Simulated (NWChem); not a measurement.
# SeIBr; SMILES Br[Se]I

Results from NWChem. Structure relaxed at the PBE0/def2-SVP level. def2 effective core potentials on I; no spin-orbit coupling.

Problem. Estimate the computed values for PBE/def2-SVP (core potentials). Quantities: highest occupied level (eV); orbital gap (eV); dipole (D).

Solution. 
```
Property                     Result
---------------------------  ------
highest occupied level (eV)   -5.48
orbital gap (eV)               1.52
dipole (D)                     0.51
```
